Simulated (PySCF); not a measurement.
# Structure from NMR data

Molecular formula: C₅H₈F₂. Simulated spectra:

$^{1}$H NMR (600 MHz, computed): δ 6.20 (m, 1H), 5.63 (m, 2H), 5.39 (m, 1H), 4.63 (m, 2H), 2.41 (m, 2H).

$^{13}$C{$^{1}$H} NMR (computed): δ 141.9 (CH), 128.3 (CH), 85.5 (CH2), 84.8 (CH2), 35.5 (CH2).

PySCF 2.14.0 with density-fitted response routines calculation with structure optimised with GFN2-xTB and shielding tensors at PBE0/pcSseg-1 (GIAO); non-relativistic, single conformer, in vacuum, fast rotation and ring inversion assumed for equivalent nuclei.

δ = σ(ref) − σ, references computed at the same level: TMS for $^{1}$H, $^{13}$C.

Q: What is the structure?

A: 
- Rings plus π bonds: 1 (no ring in the answer).
- 5 carbon signals for 5 carbons: no two carbons are equivalent.
- Carbon types of the structure: 2 × CH, 3 × CH2, which accounts for all hydrogens.
- δC 141.9, 128.3: alkene CH; an sp2 carbon of a C=C bond.
- δC 85.5: sp3 CH2 bonded to F; the inductive effect lowers its shielding.
- δC 84.8: allylic sp3 CH2 bonded to F; the inductive effect lowers its shielding.
- δC 35.5: allylic sp3 CH2; aliphatic region, no heteroatom directly attached.
- δH 6.20, 5.39: hydrogen on an alkene CH; attached to an sp2 carbon and in the plane of the double bond.
- δH 5.63: hydrogen on an allylic sp3 CH2 bonded to F; its carbon carries F, which withdraws density.
- δH 2.41: hydrogen on an allylic sp3 CH2; allylic position.

Structure: `InChI=1S/C5H8F2/c6-4-2-1-3-5-7/h1-2H,3-5H2/b2-1-`.

The data come from this structure; uniqueness wasn't tested.

Splittings by $^{19}$F in the carbon and heteronuclear signals aren't shown, as no couplings were computed. Shifts are as computed. Against solution values, carbons near 30 ppm lie about +3 ppm off and those near 130 ppm about +5 ppm (rms about the fit 2.1 ppm; single classes can miss by 10 ppm). Of 1328 compounds with measured shifts, 309 miss one by over three times the rms of a fit or turn the order of signals round; such compounds aren't used in these exercises. Signals without a measured value on file couldn't be tested in this way; 1H shifts scatter by 0.2 ppm about their fit, and single ones miss by 0.5 ppm. Multiplicities follow the n + 1 count of equivalent neighbours, as no J values were calculated; m marks all less simple cases, F and P coupling included.
